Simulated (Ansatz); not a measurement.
System: BGeH4, charge 0, doublet. BGeH4 (SMILES [BH][GeH3], doublet).
B3LYP-D3(BJ)/def2-TZVP minimum from Ansatz (an electronic-structure program):
```xyz
6

B     -1.6960    -0.1079    -0.4631
Ge     0.2679     0.0374     0.0725
H      1.1631    -1.1579    -0.3262
H      0.9007     1.3177    -0.5007
H      0.2885     0.1535     1.6112
H     -2.4453    -0.9692    -0.7879
```
Charge 0, spin multiplicity 2.

Quantity: atomisation energy (electronic, to ground-state atoms), in kcal/mol. Open shells are spin-unrestricted; no spin-orbit coupling. Cores are frozen in correlated methods (noble-gas shells, and filled d and f shells in the p block). No relativity. CBS(X,Y): correlation extrapolated as X^-3, Hartree-Fock from the larger set. A bracket is a step between two methods taken in the basis named. For partners of very few electrons the exact lower level stands in for a higher one.

CCSD(T)/CBS(cc-pVTZ,cc-pVQZ) + [CCSDT(Q) - CCSD(T)]/cc-pVTZ (Ansatz) gives 352.4 kcal/mol.

### Question
What does PBE/def2-TZVPD (Ansatz) give here, and how do the other levels compare?

### Answer
PBE gives 352.9 kcal/mol, 0.5 kcal/mol above it. Differences of the others: r2SCAN/def2-TZVPD (Ansatz) 9.2; PBE0/def2-TZVPD (Ansatz) 0.8; wB97M-V/def2-TZVPD (Ansatz) 0.4; CCSD(T)/CBS(cc-pVTZ,cc-pVQZ) (Ansatz) -0.3 kcal/mol.
